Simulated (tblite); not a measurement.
C₃H₇FOSi.
Atom-mapped SMILES: `[CH3:1][C@@H:2]1[CH2:3][O:4][Si@H:5]1[F:6]` (hydrogens: H7, H8, H9 on C1; H10 on C2; H11, H12 on C3; H13 on Si5)

Computed with GFN2-xTB (tblite), gas phase: L-BFGS steps from a force-field or distance-geometry start until the largest atomic force falls under 0.01 eV/Å.

Step 35: E = -560.5918 eV
```
atom  x, y, z in Å  |  force x, y, z in eV/Å
C1      1.5770    0.3186    0.0026   -0.045  -0.012   0.009
C2      0.2318   -0.2191    0.4569   -0.039  -0.058  -0.030
C3     -0.4854   -1.1006   -0.5790   -0.039  -0.013  -0.027
O4     -1.7340   -0.3921   -0.6857   -0.007   0.003  -0.010
Si5    -1.3329    0.8608    0.2964   -0.034   0.016  -0.001
F6     -2.3479    0.9654    1.5391    0.016   0.010   0.021
H7      1.4749    0.8118   -0.9622    0.045   0.002   0.015
H8      2.2955   -0.4949   -0.0989    0.005   0.049   0.014
H9      1.9620    1.0417    0.7182    0.014  -0.031  -0.004
H10     0.3279   -0.7390    1.4104    0.071   0.010   0.004
H11    -0.6861   -2.1252   -0.2649    0.009   0.026  -0.004
H12    -0.0023   -1.1042   -1.5574    0.017  -0.011   0.032
H13    -1.2848    2.1773   -0.2932   -0.014   0.008  -0.020
```

Step 36: E = -560.5924 eV
```
atom  x, y, z in Å  |  force x, y, z in eV/Å
C1      1.5780    0.3188    0.0032   -0.039  -0.014   0.011
C2      0.2318   -0.2212    0.4546   -0.034   0.000  -0.003
C3     -0.4867   -1.1016   -0.5804   -0.036  -0.005  -0.023
O4     -1.7368   -0.3951   -0.6828   -0.009   0.002  -0.007
Si5    -1.3348    0.8595    0.2967   -0.010  -0.004   0.013
F6     -2.3464    0.9734    1.5419    0.023  -0.003   0.010
H7      1.4785    0.8145   -0.9609    0.042  -0.006   0.026
H8      2.2986   -0.4929   -0.0967   -0.003   0.034   0.000
H9      1.9646    1.0394    0.7212   -0.014  -0.028  -0.009
H10     0.3286   -0.7396    1.4090    0.065   0.003  -0.002
H11    -0.6856   -2.1264   -0.2671    0.011   0.013  -0.006
H12    -0.0049   -1.1016   -1.5590    0.016  -0.017   0.019
H13    -1.2893    2.1733   -0.2974   -0.010   0.025  -0.028
```

Task: Estimate the geometry and energy of step 37. (The exact step hangs on the optimiser's Hessian estimate; all steps are aligned on step 36, rigid shifts and turns removed.)

Result: E = -560.5928 eV, largest force 0.050 eV/Å
```
atom  x, y, z in Å  |  force x, y, z in eV/Å
C1      1.5776    0.3186    0.0039   -0.021  -0.008   0.008
C2      0.2309   -0.2227    0.4532   -0.019   0.036   0.015
C3     -0.4881   -1.1020   -0.5815   -0.023   0.004  -0.009
O4     -1.7392   -0.3973   -0.6808   -0.014   0.006  -0.008
Si5    -1.3364    0.8589    0.2966    0.007  -0.013   0.013
F6     -2.3447    0.9784    1.5440    0.023  -0.009   0.006
H7      1.4815    0.8160   -0.9596    0.032  -0.006   0.022
H8      2.3002   -0.4912   -0.0953   -0.008   0.012  -0.008
H9      1.9658    1.0371    0.7230   -0.032  -0.018  -0.002
H10     0.3305   -0.7399    1.4081    0.049  -0.002  -0.009
H11    -0.6842   -2.1269   -0.2687    0.004  -0.006  -0.006
H12    -0.0063   -1.0996   -1.5597    0.012  -0.019   0.004
H13    -1.2919    2.1712   -0.3009   -0.009   0.024  -0.027
```

The energy changes by -0.0004 eV. The first-order estimate −F·Δx gives -0.0006 eV and the mean of the old and new forces, exact on a quadratic surface, -0.0004 eV. The step makes an angle of 67° with the force vector and moves no atom by more than 0.006 Å.

The cost below is that of the whole relaxation. Time: 0.14 s. Hardware: an AMD EPYC 9R45 with one thread, shared host.
